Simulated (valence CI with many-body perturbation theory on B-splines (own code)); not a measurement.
The numbers below are computed, except where a source is named.
## Energy levels of Mn XIX

Method: configuration interaction combined with many-body perturbation theory (CI+MBPT): five valence electrons over a frozen Dirac-Fock core [He], a basis of 11 s, 11 p, 10 d, 8 f, 5 g, 2 h functions for each j, with the one-electron correlation potential Σ1 (screened to all orders), the two-electron term Σ2, the three-electron term Σ3, Breit, model QED; selected single and double excitations, second order for the rest, scaled by the run's own slope (own B-spline code, finite nucleus).

No measured levels were compared; by estimate levels of excited configurations hold to 0.05 to 0.15 % of their energy, terms of the ground configuration to about 0.5 %. Among the levels kept, up to 5400 cm⁻¹ of a level comes from second order outside the variational space, and about a tenth of that is noise between levels of different J, which matters for small intervals.

Levels 1 to 45 of 204, with energies above the lowest level, 2s2 2p3 4S°_3/2. "Leading %" is the weight of the configuration and term that name the level; weights of strongly mixed levels are sums over their largest components and can fall short, so below about 35 % the name and the second component can differ from the true leading terms, or belong to a minority configuration. In the jj column 3d3/2^4 stands for four electrons in 3d with j = 3/2.

```csv
No.,Configuration,Term,J,E (eV),Leading %,Second component,Leading jj
1,2s2 2p3,4S°,3/2,0.00,91,8 % 2s2 2p3 2P°,2s^2 2p1/2^2 2p3/2 (50 %)
2,2s2 2p3,2D°,3/2,16.38,76,18 % 2s2 2p3 2P°,2s^2 2p1/2 2p3/2^2 (57 %)
3,2s2 2p3,2D°,5/2,20.21,100,,2s^2 2p1/2 2p3/2^2 (100 %)
4,2s2 2p3,2P°,1/2,30.11,98,,2s^2 2p1/2 2p3/2^2 (98 %)
5,2s2 2p3,2P°,3/2,36.26,73,22 % 2s2 2p3 2D°,2s^2 2p3/2^3 (89 %)
6,2s 2p4,4P,5/2,87.93,98,,2s 2p1/2^2 2p3/2^2 (80 %)
7,2s 2p4,4P,3/2,94.97,99,,2s 2p1/2 2p3/2^3 (81 %)
8,2s 2p4,4P,1/2,97.44,96,,2s 2p1/2^2 2p3/2^2 (38 %)
9,2s 2p4,2D,3/2,121.73,95,,2s 2p1/2 2p3/2^3 (54 %)
10,2s 2p4,2D,5/2,123.18,97,,2s 2p1/2 2p3/2^3 (80 %)
11,2s 2p4,2S,1/2,139.84,75,22 % 2s 2p4 2P,2s 2p1/2^2 2p3/2^2 (62 %)
12,2s 2p4,2P,3/2,145.31,95,4 % 2s 2p4 2D,2s 2p1/2 2p3/2^3 (64 %)
13,2s 2p4,2P,1/2,155.39,78,21 % 2s 2p4 2S,2s 2p3/2^4 (56 %)
14,2p5,2P°,3/2,228.79,98,,2p1/2^2 2p3/2^3 (98 %)
15,2p5,2P°,1/2,239.97,98,,2p1/2 2p3/2^4 (98 %)
16,2s2 2p2 3s,4P,1/2,808.11,79,11 % 2s2 2p2 3s 2P,2s^2 2p1/2^2 3s (82 %)
17,2s2 2p2 3s,4P,3/2,814.73,93,5 % 2s2 2p2 3s 2P,2s^2 2p1/2 2p3/2 3s (96 %)
18,2s2 2p2 3s,2P,1/2,818.36,83,14 % 2s2 2p2 3s 4P,2s^2 2p1/2 2p3/2 3s (92 %)
19,2s2 2p2 3s,4P,5/2,819.38,82,16 % 2s2 2p2 3s 2D,2s^2 2p1/2 2p3/2 3s (72 %)
20,2s2 2p2 3s,2P,3/2,823.22,69,27 % 2s2 2p2 3s 2D,2s^2 2p1/2 2p3/2 3s (84 %)
21,2s2 2p2 3p,4D°,1/2,831.79,51,19 % 2s2 2p2 3p 2S°,2s^2 2p1/2^2 3p1/2 (84 %)
22,2s2 2p2 3s,2D,5/2,834.52,82,16 % 2s2 2p2 3s 4P,2s^2 2p3/2^2 3s (72 %)
23,2s2 2p2 3s,2D,3/2,835.53,70,24 % 2s2 2p2 3s 2P,2s^2 2p3/2^2 3s (82 %)
24,2s2 2p2 3p,4D°,3/2,836.41,64,20 % 2s2 2p2 3p 4P°,2s^2 2p1/2^2 3p3/2 (63 %)
25,2s2 2p2 3p,2S°,1/2,837.91,44,37 % 2s2 2p2 3p 4D°,2s^2 2p1/2 2p3/2 3p1/2 (84 %)
26,2s2 2p2 3p,4P°,3/2,841.43,33,28 % 2s2 2p2 3p 2D°,2s^2 2p1/2 2p3/2 3p1/2 (73 %)
27,2s2 2p2 3p,4D°,5/2,842.20,84,11 % 2s2 2p2 3p 4P°,2s^2 2p1/2 2p3/2 3p3/2 (81 %)
28,2s2 2p2 3p,4P°,1/2,843.61,68,18 % 2s2 2p2 3p 2S°,2s^2 2p1/2 2p3/2 3p3/2 (77 %)
29,2s2 2p2 3p,4P°,5/2,844.59,47,39 % 2s2 2p2 3p 2D°,2s^2 2p1/2 2p3/2 3p1/2 (59 %)
30,2s2 2p2 3p,2D°,3/2,845.93,63,25 % 2s2 2p2 3p 4P°,2s^2 2p1/2 2p3/2 3p3/2 (91 %)
31,2s2 2p2 3p,4D°,7/2,846.76,83,14 % 2s2 2p2 3p 2F°,2s^2 2p1/2 2p3/2 3p3/2 (70 %)
32,2s2 2p2 3p,4S°,3/2,849.88,61,17 % 2s2 2p2 3p 2P°,2s^2 2p1/2 2p3/2 3p3/2 (42 %)
33,2s2 2p2 3s,2S,1/2,850.04,87,5 % 2s2 2p2 3s 4P,2s^2 2p3/2^2 3s (86 %)
34,2s2 2p2 3p,2P°,3/2,852.49,71,8 % 2s2 2p2 3p 4P°,2s^2 2p1/2 2p3/2 3p3/2 (35 %)
35,2s2 2p2 3p,2D°,5/2,852.78,37,32 % 2s2 2p2 3p 4P°,2s^2 2p1/2 2p3/2 3p3/2 (38 %)
36,2s2 2p2 3p,2P°,1/2,854.99,74,14 % 2s2 2p2 3p 2S°,2s^2 2p3/2^2 3p3/2 (55 %)
37,2s2 2p2 3p,2F°,5/2,860.97,58,32 % 2s2 2p2 3p 2D°,2s^2 2p3/2^2 3p3/2 (56 %)
38,2s 2p3 3s,6S°,5/2,862.62,96,,2s 2p1/2 2p3/2^2 3s (50 %)
39,2s2 2p2 3p,2F°,7/2,862.67,84,14 % 2s2 2p2 3p 4D°,2s^2 2p3/2^2 3p3/2 (70 %)
40,2s2 2p2 3p,2D°,3/2,864.13,63,22 % 2s2 2p2 3p 2P°,2s^2 2p3/2^2 3p1/2 (50 %)
41,2s2 2p2 3d,4F,3/2,864.36,65,12 % 2s2 2p2 3d 4D,2s^2 2p1/2^2 3d3/2 (81 %)
42,2s2 2p2 3p,2D°,5/2,865.93,84,8 % 2s2 2p2 3p 2F°,2s^2 2p3/2^2 3p1/2 (59 %)
43,2s2 2p2 3d,4F,5/2,866.76,53,25 % 2s2 2p2 3d 4D,2s^2 2p1/2^2 3d5/2 (67 %)
44,2s2 2p2 3p,2P°,1/2,867.20,95,,2s^2 2p1/2 2p3/2 3p3/2 (65 %)
45,2s2 2p2 3d,4F,7/2,871.83,73,22 % 2s2 2p2 3d 4D,2s^2 2p1/2 2p3/2 3d5/2 (88 %)
```

Names give the largest LS component (configuration and term), which can be under half, so a name can repeat, a term be missing and a line seem to break the LS rules; names also repeat where a configuration has a term twice.

The ionisation energy to 2s2 2p2 3P_0 of the next ion comes out as 1430.1 eV (NIST: 1430.9 ± 2.2 eV (semi-empirical)). All 204 levels together are meant to be complete up to 1000.47 eV.
